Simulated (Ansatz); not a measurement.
Ansatz (a program for electronic structure) input (RI-MP2/aug-cc-pV(Q+d)Z):
A basis named .json is the Basis Set Exchange file of that set.

Ansatz 0.2 input:
```yaml
crystal:
  periodic: [false, false, false]
  atoms:
    - {symbol: N, position_ang: [-0.99944570, -1.11208229, -1.09146258]}
    - {symbol: Si, position_ang: [0.07636254, -0.01839578, -0.35080253]}
    - {symbol: N, position_ang: [-0.10284863, 1.53371932, -1.02978548]}
    - {symbol: N, position_ang: [1.68119136, -0.55991825, -0.53557473]}
    - {symbol: Cl, position_ang: [-0.37029713, 0.08856582, 1.70015077]}
    - {symbol: H, position_ang: [-1.94718623, -1.22930317, -0.77267429]}
    - {symbol: H, position_ang: [-0.63196737, -1.94762190, -1.51599212]}
    - {symbol: H, position_ang: [-0.79718247, 1.67767527, -1.74428153]}
    - {symbol: H, position_ang: [0.08837011, 2.37229137, -0.50660616]}
    - {symbol: H, position_ang: [2.10564959, -1.20469992, 0.11075242]}
    - {symbol: H, position_ang: [2.35601260, 0.05154908, -0.96476624]}
basis:
  gaussian:
    orbitals: aug-cc-pV_Q+d_Z.json
    fitting: {mean_field: def2-universal-jkfit, correlation: aug-cc-pVQZ-RIFIT.json}
total_charge: 1
magnetization: {spin_polarized: true, initial_magnetization: 1}
correlation: {method: mp2, electrons: outside_noble_gas}
```

End of the output:

```
integrals: 2.31 GiB planned
595 factors; integrals over basis functions are off by at most 2.5e0 eV
1.95 GiB of device memory are held for the factors and their scratch space
mean field: 4.66 GiB planned
mean field evaluation 1: about -24894.0430 eV, gradient 5.1e1 eV
mean field evaluation 2: about -24899.3589 eV, gradient 3.4e1 eV
mean field evaluation 4: about -24903.9378 eV, gradient 1.7e0 eV
mean field evaluation 8: about -24903.9795 eV, gradient 2.9e-1 eV
mean field evaluation 16: about -24905.3712 eV, gradient 2.1e0 eV
mean field evaluation 32: about -24904.0460 eV, gradient 1.3e0 eV
mean field evaluation 64: about -24904.0947 eV, gradient 2.2e0 eV
mean field -24905.43317521 eV, -915.2577876800 hartree, gradient 4.3e-6 eV, S^2 0.760282; 6 other end points of the search recorded, 0 dependent functions left out
13 core orbitals not correlated
1372 factors; their error is unknown
reference -24905.43317521 eV, -915.2577876800 hartree; 16, 15 occupied and 665, 666 virtual orbitals, 1372 factors
second order -26.57598093 eV of doubles, -0.00000000 eV of singles
Total energy: -24932.00915613 eV, -916.2344369651 hartree
```

This state (charge 1, doublet) is run at the relaxed geometry of the species with charge 0 and multiplicity 1.
